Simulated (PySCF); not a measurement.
# `[CH]1=C[O][GaH2-]1`, [C2H4GaO]-, charge -1

Molfile (atoms numbered from 1):
```
C2H4GaO
     RDKit          3D

  8  8  0  0  0  0  0  0  0  0999 V2000
    0.4838   -1.4651   -0.1654 C   0  0  0  0  0  0  0  0  0  0  0  0
   -0.0555   -0.2206   -0.2060 C   0  0  0  0  0  0  0  0  0  0  0  0
   -1.8318   -1.1318   -0.2323 Ga  0  0  0  0  0  4  0  0  0  0  0  0
   -0.3533   -2.4988   -0.1649 O   0  0  0  0  0  0  0  0  0  0  0  0
    1.5694   -1.7166   -0.1314 H   0  0  0  0  0  0  0  0  0  0  0  0
    0.5315    0.7024   -0.2098 H   0  0  0  0  0  0  0  0  0  0  0  0
   -2.6932   -1.2827   -1.5885 H   0  0  0  0  0  0  0  0  0  0  0  0
   -2.7647   -1.2212    1.0813 H   0  0  0  0  0  0  0  0  0  0  0  0
  1  2  2  0
  2  3  1  0
  3  4  1  0
  4  1  1  0
  1  5  1  0
  2  6  1  0
  3  7  1  0
  3  8  1  0
M  CHG  1   3  -1
M  END
```

The calculation used GIAO CAM-B3LYP/aug-pcSseg-1 magnetisability, rotational g tensor and spin-rotation constants, non-relativistic, gas phase in PySCF 2.14.0. Geometry: PBE0-D3(BJ)/def2-SVP.

The calculation is non-relativistic, which matters for the atoms heavier than Zn. For an ion the centre-of-mass motion in the field is neglected.

**Question.** Give the nuclear spin-rotation constants along the inertial axes (H = +C I·J) beside the isotropic shieldings.

**Answer.** Rotational constants 11.1811, 4.6258, 3.4319 GHz. A star marks the isotopologue with that one atom substituted, in its own axes.
```tsv
atom	isotope	Caa (kHz)	Cbb (kHz)	Ccc (kHz)	mean (kHz)	σ (ppm)
Ga3	69Ga	19.337	7.640	6.381	11.120	1449.2
H5	1H	1.382	-0.324	-0.227	0.277	23.3
H6	1H	-0.577	0.376	-0.374	-0.192	27.0
H7	1H	-0.210	-0.229	0.058	-0.127	26.2
H8	1H	-0.207	-0.230	0.057	-0.127	26.2
C1	13C*	6.019	1.773	0.875	2.889	5.0
C2	13C*	3.274	1.720	0.568	1.854	82.1
O4	17O*	-3.106	-1.007	-0.379	-1.498	151.4
```
For the geometry as given, no vibrational averaging.

**Question.** How do the rotational constants and the g tensor change when H5, H6, H7, H8 are replaced by deuterium?

**Answer.** Constants 9.4306, 3.9668, 3.0332 GHz; g -0.1599, -0.0572, -0.0503, against -0.1883, -0.0671, -0.0569 before.
